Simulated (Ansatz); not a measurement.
C₄H₅ (SMILES [C]1=CCC1), doublet, geometry from GFN2-xTB. Base run: PBE0/6-31G run with Ansatz (a quantum-chemistry and plane-wave program).

The Ansatz input:
Ansatz 0.2 input:
```yaml
crystal:
  periodic: [false, false, false]
  atoms:
    - {symbol: C, position_ang: [-0.02205061, -0.68473402, 0.84115130]}
    - {symbol: C, position_ang: [-0.00826608, 0.63490979, 0.88350398]}
    - {symbol: C, position_ang: [0.00201276, -0.84177276, -0.65304234]}
    - {symbol: C, position_ang: [0.01874293, 0.70825289, -0.63453241]}
    - {symbol: H, position_ang: [-0.01290424, 1.39550575, 1.63691836]}
    - {symbol: H, position_ang: [-0.88690102, -1.29361008, -1.08611356]}
    - {symbol: H, position_ang: [0.89519009, -1.31321238, -1.05535354]}
    - {symbol: H, position_ang: [0.92842902, 1.14581919, -1.04347686]}
    - {symbol: H, position_ang: [-0.86644785, 1.16556213, -1.07445758]}
basis:
  gaussian:
    orbitals: 6-31G
hamiltonian:
  xc: pbe0
magnetization: {spin_polarized: true, initial_magnetization: 1}
```

The bond that is stretched is that between atoms 7 and 3. A test that says stable can miss a lower solution.

The base run was repeated with changes; each row names its change, and settings that it needs were set with it.

```csv
change,ΔE vs base (mEh),<S^2>,stability test says
base,0.000,0.764,minimum
spin_polarized = on; lower_state_search = off,0.000,0.764,undecided (no full test)
spin_polarized = on; lower_state_search = standard,0.000,0.764,minimum
bond × 1.25,27.432,0.764,minimum
spin_polarized = on; lower_state_search = off; bond × 1.25,27.432,0.764,undecided (no full test)
spin_polarized = on; lower_state_search = standard; bond × 1.25,27.432,0.764,minimum
bond × 1.5,74.270,0.763,minimum
spin_polarized = on; lower_state_search = off; bond × 1.5,74.270,0.763,undecided (no full test)
spin_polarized = on; lower_state_search = standard; bond × 1.5,74.270,0.763,minimum
bond × 1.8,125.9,0.776,minimum
spin_polarized = on; lower_state_search = off; bond × 1.8,125.9,0.776,undecided (no full test)
spin_polarized = on; lower_state_search = standard; bond × 1.8,125.9,0.776,minimum
bond × 2.2,161.6,1.507,minimum
spin_polarized = on; lower_state_search = off; bond × 2.2,162.6,1.463,undecided (no full test)
spin_polarized = on; lower_state_search = standard; bond × 2.2,161.6,1.507,minimum
bond × 3.0,174.0,1.779,minimum
spin_polarized = on; lower_state_search = off; bond × 3.0,175.1,1.738,undecided (no full test)
spin_polarized = on; lower_state_search = standard; bond × 3.0,174.0,1.779,minimum
```

On stretching, the SCF can end on different states; <S^2> shows the spin contamination of each.
